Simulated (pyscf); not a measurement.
**[HN=SiH]• (SMILES N=[SiH]), doublet**

Gas-phase minimum from PySCF at ωB97X-D3(BJ)/def2-SVP, one conformer. Other isomers of [HN=SiH]• were not searched in full and may lie lower. 

SMILES: N=[SiH]
```xyz
4

N     -0.6432    -0.9588    -0.1445
Si    -1.4956     0.2439     0.4778
H      0.2529    -1.4026     0.0226
H     -2.8130     0.4022    -0.2636
```
Charge 0, spin multiplicity 2.

Bond lengths (Å): N1–Si2 1.600, N1–H3 1.014, Si2–H4 1.520. Angles (°): Si2–N1–H3 137.4, N1–Si2–H4 110.5.

Properties at ωB97X-D3(BJ)/def2-SVP:

```json
{
 "harmonic_wavenumbers_unscaled": "484, 633, 688, 1111, 2058, 3705 cm⁻¹",
 "zero_point_energy": "12.4 kcal/mol",
 "rotational_symmetry_number": "1",
 "Entropy of this conformer at 298 K and 1 atm, rigid rotor and harmonic oscillator, modes under 100 cm⁻¹ raised to 100": "247.9 J/(mol K)",
 "dipole_moment": "0.97 D",
 "Spin expectation value S2": "0.761"
}
```

Single-point totals, which compare only within one level (frozen core for MP2 and CC):

| level | total energy (hartree) |
|---|---|
| ωB97X-D3(BJ)/def2-TZVP | -345.43092 |
| PBE/def2-TZVP | -345.19314 |
| r²SCAN/def2-TZVP | -345.34731 |
| B3LYP-D3(BJ)/def2-TZVP | -345.43192 |
| PBE0-D3(BJ)/def2-TZVP | -345.21546 |
| M06-2X/def2-TZVP | -345.35295 |
| ωB97M-D3(BJ)/def2-TZVP | -345.45635 |
| UHF/def2-TZVPP | -344.50450 |
| MP2/def2-TZVPP | -344.80446 |
| CCSD/def2-TZVPP | -344.83165 |
| CCSD(T)/def2-TZVPP | -344.84811 |

The CCSD(T) − MP2 part came from Ansatz, without density fitting, on the same reference. An open-shell T1 diagnostic exceeds 0.045.
